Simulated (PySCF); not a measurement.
A structure optimised at PBE-D3(BJ)/def2-SVP, used in a PySCF frequency run:

```
C
C 1 1.4684
H 2 1.1005 1 120.09
H 2 1.1005 3 118.52 1 166.98
C 1 1.5250 2 113.92 3 -30.67
H 5 1.1068 1 111.00 2 51.88
H 5 1.1069 6 108.47 1 -121.99
H 5 1.1105 6 108.48 7 -117.78
C 1 1.5250 2 113.92 3 -162.56
H 9 1.1068 1 111.00 2 -51.88
H 9 1.1069 10 108.47 1 121.99
H 9 1.1105 10 108.48 11 117.78
Cl 1 1.9313 2 103.91 3 83.39
```
Charge 0, spin multiplicity 2.

Task: Write its SMILES, formula and point group.

Result: [CH2]C(C)(C)Cl, C4H8Cl, Cs

Task: What are its rotational constants (standard atomic weights)?

Result: 4.5971, 3.0181, 2.9431 GHz
